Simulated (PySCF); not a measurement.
**Assigning NMR signals**

Mapped SMILES: `[CH3:1][NH:2][Si@@H:3]1[O:4][SiH2:5][O:6][Si@@H:7]([CH3:8])[O:9]1`; H(Xn) means a hydrogen on atom n. Ha(Si5) is cis to N2 on the ring; Hb(Si5) is trans to N2 on the ring.

[PySCF: geometry from GFN2-xTB; σ from GIAO-PBE0/pcSseg-1; rapidly exchanging positions averaged; relativity neglected; no solvent model; a single conformation]

Chemical shifts δ = σref − σ; 13C (σ = 186.93 ppm) and 1H (σ = 31.72 ppm) vs TMS, all at this level.

**Question.** Assign these signals to the numbered atoms. 13C{1H} NMR (computed): δ 28.1, 2.7.

**Answer.** 
| δ (ppm) | atoms | environment | reason |
| --- | --- | --- | --- |
| 28.1 | C1 | methyl carbon bonded to N | deshielded by the electronegative neighbour |
| 2.7 | C8 | methyl carbon bonded to Si | an electropositive neighbour leaves it electron-rich and shielded |

**Question.** Assign these signals to the numbered atoms. 1H NMR (400 MHz, computed): δ 5.31 (m, 1H), 5.13 (m, 1H), 5.12 (m, 1H), 5.00 (s, 1H), 2.82 (s, 3H), 0.78 (br s, 1H), 0.27 (d, 3H).

**Answer.** 
| δ (ppm) | atoms | environment | reason |
| --- | --- | --- | --- |
| 5.31 | H(Si7) | hydrogen on a silicon bonded to C, 2 O, in a 6-membered ring | – |
| 5.13 | Hb(Si5) | hydrogen on a silicon bonded to 2 O, in a 6-membered ring | – |
| 5.12 | Ha(Si5) | hydrogen on a silicon bonded to 2 O, in a 6-membered ring | – |
| 5.00 | H(Si3) | hydrogen on a silicon bonded to N, 2 O, in a 6-membered ring | – |
| 2.82 | H(C1) | hydrogen on a methyl carbon bonded to N | its carbon carries N, hence the downfield position |
| 0.78 | H(N2) | hydrogen on a nitrogen bonded to C, Si | exchangeable; this is the value without hydrogen bonding to other molecules |
| 0.27 | H(C8) | hydrogen on a methyl carbon bonded to Si | an electropositive neighbour shields it, as in TMS itself |

Hb(Si5) and Ha(Si5) lie closer than the usual error of such a calculation, so a measured spectrum could show them in the other order.

Exchangeable OH/NH protons stand at their gas-phase positions; hydrogen bonding in a real sample shifts them, mostly to higher δ. Shifts are as computed. Against solution values, carbons near 30 ppm lie about +3 ppm off and those near 130 ppm about +5 ppm. Of 1211 compounds with measured shifts, 218 miss one by over three times the rms of a fit or turn the order of signals round; such compounds aren't used in these exercises. Multiplicities follow the n + 1 count of equivalent neighbours, as no J values were calculated; m marks all less simple cases, F and P coupling included.
